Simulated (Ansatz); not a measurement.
`BN1[SiH2][SiH]1Cl` + `C[NH][GeH3]` → `B[N](C)[GeH3]` + `Cl[SiH]1N[SiH2]1` at 700 K and 1 bar (ligand exchange at a B–N bond).

Gas-phase electronic energies from Ansatz, PBE0-D4/def2-TZVP geometries. CCSD(T)/CBS adds triple-zeta CCSD(T) − MP2 to the extrapolated MP2 energy (def2 sets, frozen cores). For Ge outer-core shells are correlated without core-valence functions, which leaves a few kJ/mol of doubt a bond. Scalar relativity is left out up to krypton.

| species | CCSD(T)/CBS energy (Eh) | H − E (kJ/mol) | S (J/(mol·K)) |
| --- | --- | --- | --- |
| `BN1[SiH2][SiH]1Cl` | -1120.50903 | 225.9 | 477.2 |
| `C[NH][GeH3]` | -2173.06430 | 268.1 | 408.1 |
| `B[N](C)[GeH3]` | -2198.49616 | 314.6 | 455.1 |
| `Cl[SiH]1N[SiH2]1` | -1095.09347 | 179.9 | 419.8 |

H − E and S are ideal-gas, rigid-rotor, harmonic terms from PBE0-D4/def2-TZVP, for one conformer and one mirror image of each species. 1 Eh = 2625.50 kJ/mol, R = 8.31446 J/(mol·K).

Question: By hand: ΔE, ΔH, ΔS and ΔG.

Answer: ΔE = (-2198.49616) + (-1095.09347) − (-1120.50903) − (-2173.06430) = -0.01630 Eh = -42.8 kJ/mol. Δ(H − E) = 314.6 + 179.9 − 225.9 − 268.1 = 0.5, so ΔH = -42.3 kJ/mol. ΔS = 455.1 + 419.8 − 477.2 − 408.1 = -10.4 J/(mol·K). ΔG = -42.3 − 700 × (-10.4)/1000 = -35.0 kJ/mol.

Question: By hand: the equilibrium constant, and the temperature at which ΔG would vanish if ΔH and ΔS stayed fixed.

Answer: log₁₀ K = −ΔG/(RT ln 10) = 2.6. ΔG = 0 at ΔH/ΔS = 4067 K, far beyond where these terms or the molecules hold.

The number of gas molecules stays the same, so ΔS is small and ΔH decides. A doubt of 5 kJ/mol in ΔE shifts log₁₀ K by 0.4 here. Other conformers and mirror images would add mixing entropy, several J/(mol·K) or more a flexible species. These are equilibria of isolated gas molecules and say nothing of rates. Largest T1 diagnostic: 0.013 (customary marks: 0.02 for closed shells, 0.045 for open ones).
